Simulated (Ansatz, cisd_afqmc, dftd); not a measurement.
System: H4GeNO, charge 0, doublet. H4GeNO (SMILES [NH2][GeH2][O], doublet).
B3LYP-D3(BJ)/def2-TZVP minimum from Ansatz (an electronic-structure program):
```xyz
7

Ge    -0.1050     0.0082     0.3023
N      1.5542     0.0074    -0.4648
O     -1.3734    -0.1049    -0.9727
H     -0.1761    -1.2100     1.2348
H     -0.5383     1.3369     0.9619
H      1.8917     0.8654    -0.8739
H      2.2890    -0.4656     0.0393
```
Charge 0, spin multiplicity 2.

Property: atomisation energy (electronic, to ground-state atoms), in kcal/mol. Open shells are spin-unrestricted; no spin-orbit coupling. Cores are frozen in correlated methods (noble-gas shells, and filled d and f shells in the p block). No relativity. AFQMC is phaseless with a CISD trial state; ± is one standard error, without the phaseless bias. Outlying blocks are dropped, and bars are widened where a walk drifts. Over all cases where full CI ran beside it in this data, AFQMC minus full CI had a median of +0.1 mEh and passed +0.4 mEh in a tenth of the cases. CBS(X,Y): correlation extrapolated as X^-3, Hartree-Fock from the larger set. A bracket is a step between two methods taken in the basis named. Double hybrids freeze cores in their MP2 part. Where a partner has so few electrons that a lower coupled-cluster level is exact, that level stands in.

| level | program | atomisation energy (kcal/mol) | difference against the last row |
|---|---|---|---|
| HF/cc-pVDZ | Ansatz | 303.2 | -180.9 |
| HF/cc-pVQZ | Ansatz | 320.7 | -163.4 |
| PBE-D4/def2-TZVPD | Ansatz + dftd4 | 491.1 | 7.0 |
| B2PLYP/def2-TZVPD | Ansatz | 474.7 | -9.4 |
| CCSD/cc-pVDZ | Ansatz | 421.6 | -62.5 |
| CCSD/CBS(cc-pVTZ,cc-pVQZ) | Ansatz | 474.5 | -9.6 |
| CCSD(T)/cc-pVQZ | Ansatz | 476.6 | -7.5 |
| CCSDT(Q)/cc-pVDZ | Ansatz | 427.4 | -56.7 |
| AFQMC/CISD/cc-pVDZ | cisd_afqmc | 427.1 ± 0.3 | -57.0 |
| CCSD(T)/CBS(cc-pVTZ,cc-pVQZ) + [CCSDT(Q) - CCSD(T)]/cc-pVDZ | Ansatz | 484.1 | 0.0 |
